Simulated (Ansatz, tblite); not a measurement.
Cost and result up the ladder for Te₁₄Mo₃ (17 atoms). Total charge 0; singlet. Geometry: PBE-D4/def2-SVP.

```
atom   x (Å)   y (Å)   z (Å)
 Mo1   0.549  -1.609   0.053
 Mo2   0.516   1.072   1.143
 Mo3  -1.073   0.521  -1.212
 Te4   1.623   0.480  -1.273
 Te5  -1.662  -0.561   1.187
 Te6   3.238  -1.800   0.860
 Te7   0.800  -2.571   2.686
 Te8   0.928  -2.928  -2.326
 Te9  -1.171  -3.592  -0.757
Te10   1.003   3.637   0.208
Te11  -1.404   2.876   2.010
Te12   3.170   0.790   1.899
Te13   0.763   0.028   3.701
Te14  -0.525   3.143  -2.075
Te15  -2.962   2.372  -0.250
Te16  -0.848  -0.596  -3.712
Te17  -2.944  -1.262  -2.140
```

Ansatz on 2 threads of AMD EPYC 7R13 on a shared host and a share (18 GiB) of an NVIDIA H100 80GB HBM3; xTB runs through tblite on one thread. Times are rough, summed over both states, and most runs start from the orbitals of an earlier one. No level here is sound enough to serve as a yardstick. The other state is a triplet at its own geometry.

In the def2 sets Mo, Te take a core potential; there is no spin–orbit coupling. The xTB rows come from tblite. Single mean-field runs in def2-SVP are fitted with def2-universal-jkfit.

xTB has no spin-polarisation term.

```json
{"level": "PBE0-D4/def2-SVP", "functions": "457", "triplet − singlet (eV)": "-0.08", "remarks": "restricted SCF unstable in HF (singlet)"}
{"level": "GFN1-xTB", "functions": "153", "triplet − singlet (eV)": "0.02", "remarks": "–"}
{"level": "LDA (SPW92)/def2-SVP", "functions": "457", "triplet − singlet (eV)": "0.48", "remarks": "restricted SCF unstable in HF (singlet)"}
{"level": "r2SCAN-D4/def2-SVP (with forces)", "functions": "457", "triplet − singlet (eV)": "0.08", "remarks": "restricted SCF unstable in HF (singlet)"}
{"level": "PBE-D4/def2-SVP", "functions": "457", "triplet − singlet (eV)": "0.31", "remarks": "restricted SCF unstable in HF (singlet)"}
{"level": "revPBE-D4/def2-SVP (with forces)", "functions": "457", "triplet − singlet (eV)": "0.28", "remarks": "restricted SCF unstable in HF (singlet)"}
{"level": "GFN2-xTB", "functions": "153", "triplet − singlet (eV)": "-0.05", "remarks": "–"}
```

**Question.** Estimate how long each takes.

**Answer.** GFN1-xTB 0.46 s; GFN2-xTB 2.2 s; LDA (SPW92)/def2-SVP 15 s; PBE-D4/def2-SVP 16 s; revPBE-D4/def2-SVP (with forces) 18 s; r2SCAN-D4/def2-SVP (with forces) 24 s; PBE0-D4/def2-SVP 50 s. On shared hardware such times vary by a factor of up to 3.
